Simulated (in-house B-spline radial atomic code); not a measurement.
Cd²⁺. Computed with a B-spline radial atomic code. Model: all-electron spherical atom, spin shells full or empty, radial basis limit, no spin-orbit coupling, Breit or QED, empty-state partial waves extrapolated as (l+1/2)^-4, RPA, G0W0 and static COHSEX of the highest shell as one setting changes (uncorrelated shells keep exact exchange).

Given: element Cd; charge 2; filled core Kr; hamiltonian one-electron scalar X2C; mean-field start r2SCAN; highest l of empty states 9; nuclear rms radius 4.6087 fm; highest mean-field shell 4d.

Shell: 4d 5 5 (electrons up and down).

```tsv
lowest nl shells left uncorrelated	RPA correlation energy (hartree)	G0W0 level (eV)	G0W0 minus most complete (meV)	COHSEX level (eV)	linearised minus solved G0W0 (meV)
0	-3.5648	-37.651	0	-41.617	-82.2
1	?	?	?	?	?
2	-3.202	-37.648	3.3	-41.614	-82.1
3	-2.6558	-37.64	10.9	-41.622	-81.9
4	-2.4769	-37.634	17.3	-41.607	-81.7
5	-1.9539	-37.612	39.4	-41.561	-80.8
6	-1.1427	-37.534	117.7	-41.362	-78.2
7	?	?	?	?	?
8	-0.54631	-37.949	-298.1	-41.673	-97.2
```

Problem. What follows for lowest nl shells left uncorrelated = 7?

Solution. RPA correlation energy -0.98408 hartree; G0W0 level -37.552 eV; G0W0 minus most complete 99 meV; COHSEX level -41.333 eV; linearised minus solved G0W0 -78.9 meV.

Problem. What follows for lowest nl shells left uncorrelated = 1?

Solution. RPA correlation energy -3.3935 hartree; G0W0 level -37.651 eV; G0W0 minus most complete 0.1 meV; COHSEX level -41.617 eV; linearised minus solved G0W0 -82.2 meV.
